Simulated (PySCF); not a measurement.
This PySCF input asks for the NMR shieldings of `[NH3+][BH2-][C@@H]1C[C@@H]1OC=O`, C4H10BNO2; the geometry comes from GFN2-xTB.

```python
import basis_set_exchange as bse
import numpy as np
from pyscf import gto, dft
from pyscf.prop import nmr

atoms = """
N    -1.515785    1.385230   -0.452595
B    -1.235110   -0.023231    0.329945
C    -0.422348   -0.916876   -0.745178
C     0.470957   -2.063269   -0.354817
C     1.066176   -0.827684   -0.943957
O     1.897168   -0.055367   -0.076345
C     1.859439    1.241293   -0.145998
O     1.169642    1.933559   -0.855918
H    -0.599942    1.737692   -0.758703
H    -2.103254    1.223314   -1.263051
H    -1.956890    2.058377    0.163255
H    -2.298765   -0.496389    0.580879
H    -0.598798    0.248997    1.300441
H    -0.942941   -1.076916   -1.687900
H     0.488119   -2.970996   -0.940158
H     0.637416   -2.213948    0.700207
H     1.479191   -0.844999   -1.947871
H     2.596965    1.667532    0.556588
"""
names = dict.fromkeys(["N", "B", "C", "O", "H"], "pcSseg-1")
basis = {el: gto.basis.parse(bse.get_basis(n, elements=[el], fmt="nwchem")) for el, n in names.items()}
mol = gto.M(atom=atoms, basis=basis, charge=0, verbose=0)
mf = dft.RKS(mol, xc="PBE0")
mf.grids.level = 2
mf.grids.alignment = dft.numint.BLKSIZE   # the property module wants whole blocks of grid points
mf.conv_tol = 1e-9
mf.kernel()

calc = nmr.RKS(mf)   # GIAO
C = mf.mo_coeff
Co = C[:, mf.mo_occ > 0]
resp = mf.gen_response(singlet=True, hermi=2)
def vind(x):   # induced exchange potential for any number of trial vectors
    d = np.einsum("pi,xij,qj->xpq", C, 2 * x.reshape(-1, C.shape[1], Co.shape[1]), Co, optimize=True)
    return np.einsum("xpq,pi,qj->xij", resp(d - d.transpose(0, 2, 1)), C, Co, optimize=True).ravel()
mo1, _ = nmr.rhf.solve_mo1(calc, with_cphf=vind)
sigma = calc.kernel(mo1)
for i, s in enumerate(sigma):   # ppm
    w = np.linalg.eigvalsh((s + s.T) / 2)
    print("%2d %-2s iso %8.1f  s11 %8.1f  s22 %8.1f  s33 %8.1f" % (i, mol.atom_pure_symbol(i), w.mean(), *w))
```

Q: What are the results?

A: 
```
 0 N  iso    220.0  s11    211.3  s22    219.6  s33    229.0
 1 B  iso    123.1  s11    108.0  s22    121.1  s33    140.3
 2 C  iso    169.5  s11    135.2  s22    168.8  s33    204.6
 3 C  iso    176.2  s11    150.1  s22    170.0  s33    208.4
 4 C  iso    127.8  s11     78.9  s22    104.6  s33    199.8
 5 O  iso     97.2  s11    -85.1  s22    152.9  s33    223.7
 6 C  iso     13.6  s11    -81.3  s22     44.3  s33     77.7
 7 O  iso    -64.3  s11   -317.3  s22   -178.3  s33    302.7
 8 H  iso     25.1  s11     14.3  s22     21.2  s33     39.9
 9 H  iso     29.4  s11     23.9  s22     25.9  s33     38.6
10 H  iso     29.3  s11     23.0  s22     24.6  s33     40.3
11 H  iso     29.3  s11     25.0  s22     29.8  s33     33.0
12 H  iso     30.4  s11     27.4  s22     30.5  s33     33.3
13 H  iso     31.7  s11     25.9  s22     28.8  s33     40.5
14 H  iso     30.8  s11     25.1  s22     26.6  s33     40.8
15 H  iso     31.1  s11     25.4  s22     28.9  s33     39.0
16 H  iso     27.9  s11     22.0  s22     26.8  s33     35.1
17 H  iso     23.5  s11     18.9  s22     23.5  s33     28.2
```

These numbers come from an equivalent density-fitted implementation of the same equations, which agrees with the script to about 0.01 ppm for H and up to a few tenths of a ppm for heavy atoms, so last digits may differ.

Size and cost of the density-fitted run: 186 basis functions, 80 s wall time on 1 thread of an Intel Xeon, shared host; peak memory 0.84 GiB.
